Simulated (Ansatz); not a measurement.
Reaction (redistribution): `C[O][GeH]([CH3])[SH]` + `N[SiH2]F` → `C[O][Ge]([CH3])([F])[SH]` + `N[SiH3]`

Gas-phase electronic energies from Ansatz, PBE0-D4/def2-TZVP geometries. CBS: MP2 limit from def2 TZ/QZ plus the TZ coupled-cluster correction, frozen cores. This one scheme is used for every species. Functionals use def2-TZVPP. For Ge outer-core shells are correlated without core-valence functions, which leaves a few kJ/mol of doubt a bond. Scalar relativity is left out up to krypton. One conformer a species, not always the lowest.

| species | PBE0-D4 energy (Eh) |
| --- | --- |
| `C[O][GeH]([CH3])[SH]` | -2630.99734 |
| `N[SiH2]F` | -446.38705 |
| `C[O][Ge]([CH3])([F])[SH]` | -2730.24434 |
| `N[SiH3]` | -347.11159 |

(1) Work out ΔE.

Largest T1 diagnostic among the species: 0.012.

## Answers

(1) ΔE = (-2730.24434) + (-347.11159) − (-2630.99734) − (-446.38705) = 0.02846 Eh = +0.77 eV. CCSD(T)/CBS gives +0.82 eV.

From PBE to PBE0 (25 % exact exchange), in def2-TZVPP and without D4, ΔE moves by +0.04 eV.
